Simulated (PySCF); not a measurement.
B(CCH)(Me)2 (C4H7B), SMILES C#CB(C)C. Geometry optimised at PBE-D3(BJ)/def2-SVP.

Computed equilibrium geometry at PBE-D3(BJ)/def2-SVP (PySCF confirms it by a frequency run) as Cartesian coordinates in Å, and its point group:
point group C2.
```xyz
12

B      0.0000     0.0000     0.4036
C      0.0000     0.0000    -1.1293
C      0.0000     0.0000    -2.3611
H      0.0000     0.0000    -3.4432
C      0.0137     1.3738     1.1761
H      0.4311     1.3016     2.2008
H     -1.0593     1.6579     1.2999
H      0.4898     2.2090     0.6264
C     -0.0137    -1.3738     1.1761
H     -0.4311    -1.3016     2.2008
H      1.0593    -1.6579     1.2999
H     -0.4898    -2.2090     0.6264
```
Charge 0, spin multiplicity 1.
